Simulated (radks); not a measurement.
Q: Ag, 47 electrons, occupied as [Kr] 4d8 5s1 5d2 (not the ground configuration). Method: Dirac Kohn-Sham, exchange-only B88, spin-unpolarised, spherical densities, point nucleus; open shells are shared between the two j in proportion to 2j + 1; computed with a radial shooting solver on a logarithmic mesh with Libxc functionals. Some entries of the table are withheld. Estimate them.

orbital,occ.,eigenvalue (eV),<r^2> (bohr^2),<1/r> (bohr^-1)
1s1/2,2,-25337.68,0.001308,49.44
2s1/2,2,(1),0.02140,11.39
2p1/2,2,(2),0.01599,11.37
2p3/2,4,(3),0.01732,10.68
3s1/2,2,-700.9400,0.1554,3.983
3p1/2,2,-596.2431,0.1508,(4)
3p3/2,4,-565.2845,0.1599,(5)
3d3/2,4,-379.8753,0.1409,3.558
3d5/2,6,-373.6387,0.1436,3.515
4s1/2,2,-112.1021,0.9293,1.532
4p1/2,2,-78.8935,1.072,1.413
4p3/2,4,-73.6610,1.139,1.361
4d3/2,3.2,-22.9470,1.918,1.056
4d5/2,4.8,-22.2946,1.966,1.042
5s1/2,1,-12.9177,7.256,0.5102
5d3/2,0.8,-0.7850,56.73,0.1839
5d5/2,1.2,-0.7702,57.77,0.1821

A: 
(1) 2s1/2 eigenvalue (eV): -3745.128
(2) 2p1/2 eigenvalue (eV): -3481.877
(3) 2p3/2 eigenvalue (eV): -3306.461
(4) 3p1/2 <1/r> (bohr^-1): 3.889
(5) 3p3/2 <1/r> (bohr^-1): 3.722
